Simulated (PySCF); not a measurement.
B(Me)(OMe)(NH2) (C2H8BNO), SMILES COB(C)N.

Coordinates come from a B3LYP-D3(BJ)/def2-SVP optimisation. This is a generated structure with no PubChem entry under its InChIKey; it may be hypothetical. One conformer was computed; it need not be the lowest.

These are B3LYP-D3(BJ)/def2-SVP in PySCF 2.14.0 values and carry that method's errors.

Frequencies are harmonic and unscaled.

Computed vibrational spectrum:
```tsv
mode	ν (cm⁻¹)	IR (km/mol)	Raman (Å⁴/amu)	depolarisation	moving atoms (share of kinetic energy)
1	69	2.1	0.0	–	H 94 %
2	141	0.1	0.1	0.75	H 95 %
3	152	3.5	0.1	0.75	O 37 %, H 32 %, C 27 %
4	238	1.2	0.6	0.48	C 34 %, H 31 %, N 21 %
5	328	0.0	0.3	0.58	H 38 %, C 26 %, N 22 %, O 10 %
6	418	138.1	1.3	0.75	H 84 %, N 12 %
7	472	29.1	1.3	0.75	H 57 %, B 29 %, N 11 %
8	476	3.3	2.0	0.32	C 32 %, H 31 %, O 24 %
9	583	3.3	0.6	0.75	H 73 %, B 18 %
10	755	5.1	8.3	0.10	C 31 %, H 26 %, N 23 %, O 19 %
11	852	0.4	1.5	0.56	H 67 %, C 23 %, N 9 %
12	872	6.2	1.9	0.45	H 57 %, N 18 %, O 15 %
13	901	20.1	0.3	0.75	H 51 %, B 29 %, C 19 %
14	1114	24.3	2.3	0.62	C 36 %, O 35 %, H 18 %, B 9 %
15	1176	0.8	2.9	0.75	H 76 %, C 19 %
16	1205	2.4	3.8	0.67	H 69 %, C 19 %
17	1270	69.2	4.5	0.75	H 54 %, B 25 %, O 9 %
18	1365	119.6	7.6	0.70	H 41 %, B 36 %, C 18 %
19	1380	410.1	2.4	0.64	B 40 %, H 29 %, O 16 %, C 14 %
20	1438	2.2	16.3	0.75	H 96 %
21	1450	0.5	9.2	0.72	H 91 %
22	1476	4.1	19.9	0.75	H 97 %
23	1478	11.0	16.0	0.75	H 96 %
24	1499	38.3	5.7	0.60	H 73 %, B 14 %
25	1599	185.8	5.3	0.72	H 71 %, N 19 %, B 10 %
26	2978	62.2	132.8	0.02	H 97 %
27	3025	5.5	137.0	0.00	H 97 %
28	3040	53.6	66.9	0.75	H 90 %, C 10 %
29	3098	12.9	80.9	0.75	H 91 %, C 9 %
30	3104	32.1	102.6	0.55	H 91 %, C 9 %
31	3111	27.6	75.7	0.75	H 91 %, C 9 %
32	3608	23.7	112.4	0.11	H 96 %
33	3705	20.1	59.8	0.75	H 91 %, N 9 %
```
